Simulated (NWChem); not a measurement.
System: HfF4; SMILES [F][Hf]([F])([F])[F]

Here is an NWChem input.

```
start job
memory heap 200 mb stack 900 mb global 1100 mb
geometry units angstroms noautoz
  Hf    -0.000006    -0.000001     0.000006
  F     -1.274372    -0.876173     1.110503
  F      1.295243     0.873948     1.087861
  F     -0.885443     1.285990    -1.089544
  F      0.864550    -1.283752    -1.108783
end
basis spherical
  * library def2-svp
end
ecp
  Hf library def2-ecp
end
dft
  xc mpw1k
  iterations 150
  mulliken
end
task dft energy
```

NWChem printed, in part:

```
             Northwest Computational Chemistry Package (NWChem) 7.3.0
             --------------------------------------------------------

 C1  symmetry detected

                             Geometry "geometry" -> ""
                             -------------------------

 Output coordinates in angstroms (scale by  1.889725989 to convert to a.u.)

  No.       Tag          Charge          X              Y              Z
 ---- ---------------- ---------- -------------- -------------- --------------
    1 Hf                  72.0000     0.00000094    -0.00000142    -0.00000055
    2 F                    9.0000    -1.52841364    -0.94867765    -0.62358049
    3 F                    9.0000    -0.44497498     0.94375383     1.59254703
    4 F                    9.0000     0.56716347     1.23587372    -1.33260328
    5 F                    9.0000     1.40621761    -1.23093853     0.36364112

 Effective nuclear repulsion energy (a.u.)     803.1442303974

                                 NWChem DFT Module
                                 -----------------

 Summary of "ao basis" -> "ao basis" (spherical)
 ------------------------------------------------------------------------------
       Tag                 Description            Shells   Functions and Types
 ---------------- ------------------------------  ------  ---------------------
 Hf                         def2-svp                12       32   6s3p2d1f
 F                          def2-svp                 6       14   3s2p1d

            General Information
            -------------------
          SCF calculation type: DFT
          Wavefunction type:  closed shell.
          No. of atoms     :     5
          No. of electrons :    48
           Alpha electrons :    24
            Beta electrons :    24
          Charge           :     0
          Spin multiplicity:     1
          Use of symmetry is: off; symmetry adaption is: off
          Maximum number of iterations: 150
          AO basis - number of functions:    88
                     number of shells:    36
          Convergence on energy requested:  1.00D-06
          Convergence on density requested:  1.00D-05
          Convergence on gradient requested:  5.00D-04

              XC Information
              --------------
                        MPW1K Method XC Functional
                     Hartree-Fock (Exact) Exchange  0.428
                        mPW91  Exchange Functional  0.572
                Perdew 1991 Correlation Functional  1.000 non-local
            Perdew 1991 LDA Correlation Functional  1.000 local

             Grid Information
             ----------------
          Grid used for XC integration:  medium
          Radial quadrature: Mura-Knowles
          Angular quadrature: Lebedev.
          Tag              B.-S. Rad. Rad. Pts. Rad. Cut. Ang. Pts.
          ---              ---------- --------- --------- ---------
          Hf                  1.55      123           9.0       590
          F                   0.50       49           7.0       434
          Grid pruning is: on
          Number of quadrature shells:   319
          Spatial weights used:  Erf1

      Superposition of Atomic Density Guess
      -------------------------------------

 Sum of atomic energies:        -449.10828576

      Non-variational initial energy
      ------------------------------

 Total energy =    -444.216951
 1-e energy   =   -1038.250453
 2-e energy   =     391.243553
 HOMO         =      -0.650337
 LUMO         =      -0.053761

     ---------------------------------------------
      Total Density - Mulliken Population Analysis
     ---------------------------------------------

    Atom       Charge   Shell Charges
 -----------   ------   -------------------------------------------------------
    1 Hf  12     9.23   0.03 -0.29  1.73  0.55  0.17  0.02  5.51  0.57  0.06  0.62  0.13  0.13
    2 F    9     9.69   1.99  1.16  0.79  3.59  2.16  0.00
    3 F    9     9.69   1.99  1.16  0.79  3.59  2.16  0.00
    4 F    9     9.69   1.99  1.16  0.79  3.59  2.16  0.00
    5 F    9     9.69   1.99  1.16  0.79  3.59  2.16  0.00

   convergence    iter        energy       DeltaE   RMS-Dens  Diis-err
 ---------------- ----- ----------------- --------- --------- ---------
 d= 0,ls=0.0,diis     1   -447.0117796247 -6.50D+02  2.58D-02  2.18D+00
 d= 0,ls=0.0,diis     2   -446.6172035434  3.95D-01  1.45D-02  7.36D+00
 d= 0,ls=0.0,diis     3   -447.2654842518 -6.48D-01  3.22D-04  2.14D-03
 d= 0,ls=0.0,diis     4   -447.2656718203 -1.88D-04  5.40D-05  8.64D-05
 d= 0,ls=0.0,diis     5   -447.2656796904 -7.87D-06  1.43D-05  1.50D-06
 d= 0,ls=0.0,diis     6   -447.2656798781 -1.88D-07  3.34D-06  5.36D-08

         Total DFT energy =     -447.265679878134
      One electron energy =    -1041.725340436674
           Coulomb energy =      439.481195359098
    Exchange-Corr. energy =      -47.811484051956
 Nuclear repulsion energy =      202.789949251397

 Numeric. integr. density =       48.000007509984

                       DFT Final Molecular Orbital Analysis
                       ------------------------------------

 Vector   22  Occ=2.000000D+00  E=-5.021890D-01
              MO Center= -5.5D-03, -3.9D-02,  2.0D-03, r^2= 4.1D+00
   Bfn.  Coefficient  Atom+Function         Bfn.  Coefficient  Atom+Function
  ----- ------------  ---------------      ----- ------------  ---------------
    38      0.320102  2 F  pz                51     -0.303580  3 F  py
    65      0.302989  4 F  py                80      0.298117  5 F  pz
    41     -0.228038  2 F  pz                54      0.214228  3 F  py
    68     -0.212703  4 F  py                83     -0.212559  5 F  pz
     9      0.211004  1 Hf pz                78     -0.131983  5 F  px

 Vector   23  Occ=2.000000D+00  E=-5.021889D-01
              MO Center=  4.0D-02,  1.5D-02,  7.5D-03, r^2= 4.1D+00
   Bfn.  Coefficient  Atom+Function         Bfn.  Coefficient  Atom+Function
  ----- ------------  ---------------      ----- ------------  ---------------
    50     -0.291795  3 F  px                36      0.289608  2 F  px
    66     -0.282703  4 F  pz                79     -0.273293  5 F  py
    53      0.207350  3 F  px                39     -0.201865  2 F  px
    69      0.200167  4 F  pz                82      0.194277  5 F  py
     7     -0.152369  1 Hf px                64     -0.152970  4 F  px

 Vector   24  Occ=2.000000D+00  E=-5.021888D-01
              MO Center= -3.6D-02,  2.3D-02, -1.5D-02, r^2= 4.1D+00
   Bfn.  Coefficient  Atom+Function         Bfn.  Coefficient  Atom+Function
  ----- ------------  ---------------      ----- ------------  ---------------
    37      0.308856  2 F  py                64     -0.287990  4 F  px
    52     -0.268622  3 F  pz                78      0.255071  5 F  px
    40     -0.219625  2 F  py                67      0.204673  4 F  px
    55      0.189405  3 F  pz                81     -0.177560  5 F  px
     8      0.172442  1 Hf py                79     -0.167580  5 F  py

 Vector   25  Occ=0.000000D+00  E=-1.440106D-02
              MO Center=  1.3D-05, -3.6D-05, -1.5D-05, r^2= 7.3D+00
   Bfn.  Coefficient  Atom+Function         Bfn.  Coefficient  Atom+Function
  ----- ------------  ---------------      ----- ------------  ---------------
     6      1.282669  1 Hf s                  3     -0.290803  1 Hf s
    35     -0.167600  2 F  s                 49     -0.167603  3 F  s
    63     -0.167601  4 F  s                 77     -0.167597  5 F  s
     2      0.161862  1 Hf s                  5     -0.140630  1 Hf s
    34     -0.092235  2 F  s                 48     -0.092235  3 F  s

 Vector   26  Occ=0.000000D+00  E=-4.129461D-03
              MO Center=  1.8D-06, -1.5D-06, -1.3D-06, r^2= 1.7D+00
   Bfn.  Coefficient  Atom+Function         Bfn.  Coefficient  Atom+Function
  ----- ------------  ---------------      ----- ------------  ---------------
    19      0.757719  1 Hf d  1              18     -0.547750  1 Hf d  0
    20      0.221538  1 Hf d  2              80     -0.153414  5 F  pz
    38      0.150292  2 F  pz                64      0.147062  4 F  px
    50     -0.145595  3 F  px                83      0.135464  5 F  pz
    41     -0.132707  2 F  pz                17      0.131517  1 Hf d -1

 Vector   27  Occ=0.000000D+00  E=-4.128137D-03
              MO Center=  4.9D-07, -5.5D-07, -1.2D-06, r^2= 1.7D+00
   Bfn.  Coefficient  Atom+Function         Bfn.  Coefficient  Atom+Function
  ----- ------------  ---------------      ----- ------------  ---------------
    20      0.851827  1 Hf d  2              18      0.412118  1 Hf d  0
    17     -0.184968  1 Hf d -1              37      0.134872  2 F  py
    51     -0.135216  3 F  py                65     -0.120982  4 F  py
    79      0.121321  5 F  py                40     -0.119094  2 F  py
    54      0.119397  3 F  py                68      0.106830  4 F  py

     ---------------------------------------------
      Total Density - Mulliken Population Analysis
     ---------------------------------------------

    Atom       Charge   Shell Charges
 -----------   ------   -------------------------------------------------------
    1 Hf  12    10.39   0.03 -0.30  1.80  0.51  0.22 -0.01  5.61  0.54  0.11  1.38  0.26  0.24
    2 F    9     9.40   1.99  1.12  0.83  3.33  2.13  0.00
    3 F    9     9.40   1.99  1.12  0.83  3.33  2.13  0.00
    4 F    9     9.40   1.99  1.12  0.83  3.33  2.13  0.00
    5 F    9     9.40   1.99  1.12  0.83  3.33  2.13  0.00

     -------------------------------------------
      Total Density - Lowdin Population Analysis
     -------------------------------------------

    Atom       Charge   Shell Charges
 -----------   ------   -------------------------------------------------------
    1 Hf  12    11.27   0.00  0.03  1.07  0.80  0.29  0.09  4.98  1.23  0.23  1.37  0.64  0.54
    2 F    9     9.18   1.98  1.02  0.78  3.22  2.19  0.00
    3 F    9     9.18   1.98  1.02  0.78  3.22  2.19  0.00
    4 F    9     9.18   1.98  1.02  0.78  3.22  2.19  0.00
    5 F    9     9.18   1.98  1.02  0.78  3.22  2.19  0.00

     Multipole analysis of the density
     ---------------------------------

     L   x y z        total         alpha         beta         nuclear
     -   - - -        -----         -----         ----         -------
     0   0 0 0      0.000000    -24.000000    -24.000000     48.000000

     1   1 0 0      0.000011      0.000059      0.000059     -0.000107
     1   0 1 0     -0.000017     -0.000089     -0.000089      0.000161
     1   0 0 1     -0.000005     -0.000033     -0.000033      0.000062

     2   2 0 0    -33.672697    -94.504427    -94.504427    155.336156
     2   1 1 0     -0.000003     -0.000001     -0.000001      0.000000
     2   1 0 1      0.000003      0.000002      0.000002      0.000000
     2   0 2 0    -33.672841    -94.505796    -94.505796    155.338751
     2   0 1 1      0.000004      0.000002      0.000002     -0.000000
     2   0 0 2    -33.672604    -94.503603    -94.503603    155.334603
```

Level: MPW1K/def2-SVP with def2 effective core potentials on Hf. All runs use the structure optimised with PBE0/def2-SVP. Not confirmed as a minimum by frequencies. def2 effective core potentials on Hf; no spin-orbit coupling.
